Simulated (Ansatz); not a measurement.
```yaml
crystal:
  periodic: [false, false, false]
  atoms:
    - {symbol: V, position_ang: [-1.193945, -0.295166, -0.066306]}
    - {symbol: O, position_ang: [0.557788, 0.127151, 0.830519]}
    - {symbol: O, position_ang: [0.636157, 0.168015, -0.764214]}
basis:
  gaussian: {orbitals: cc-pVDZ}
magnetization: {spin_polarized: true, initial_magnetization: 1}
hamiltonian: {xc: {name: B2PLYP}}
scf: {omitted_lower_state_checks: [starts]}
output: {forces: true}
```

```sh
$ ansatz run in.yaml --threads 2 --pin off --events-out ev --progress --plain --max-ram 4352MiB
```

Shortened log:

```
Functional definition: B2PLYP
720 factors; integrals over basis functions are off by at most 8.9e-4 eV
mean field evaluation 1: about -29733.7087 eV, gradient 6.4e1 eV
mean field evaluation 2: about -29733.8265 eV, gradient 6.4e1 eV
mean field evaluation 4: about -29574.9014 eV, gradient 2.4e2 eV
mean field evaluation 8: about -29756.1934 eV, gradient 2.4e1 eV
mean field evaluation 16: about -29761.3729 eV, gradient 6.3e-1 eV
mean field evaluation 32: about -29762.0635 eV, gradient 5.0e-3 eV
mean field -29762.06354428 eV, -1093.7356618009 hartree, gradient 1.0e-7 eV, S^2 1.693628; 0 other end points of the search recorded, 0 dependent functions left out
7 core orbitals not correlated: weight in the atoms' cores, before any rotation towards them, 1.000 or more for the frozen orbitals, at most 0.000 for the correlated occupied ones
reference -29762.06368501 eV, -1093.7356669727 hartree; 13, 12 occupied and 51, 52 virtual orbitals, 720 factors
second order -24.07224033 eV of doubles, -0.00000000 eV of singles
Total energy: -29768.56318989 eV, -1093.9745193718 hartree
Atom 0 at    -1.193945    -0.295166    -0.066306 Å, force     5.755679     1.422915     0.319545 eV/Å
Atom 1 at     0.557788     0.127151     0.830519 Å, force    -2.711373    -0.624686    -3.545000 eV/Å
Atom 2 at     0.636157     0.168015    -0.764214 Å, force    -3.044306    -0.798229     3.225455 eV/Å
Dipole moment:    -1.284702    -0.317656    -0.071390 e Å
Checks for a lower state left out: starts
```

It took 20 s on 2 threads of Arm Neoverse V2 on a shared host.

Correlated methods freeze 7 core orbitals; core or outer-core shells of V are correlated, in sets that lack core-valence functions. The charge 0 doublet is spin-contaminated (final ⟨S²⟩ up to 1.69, 0.75 for a pure state).
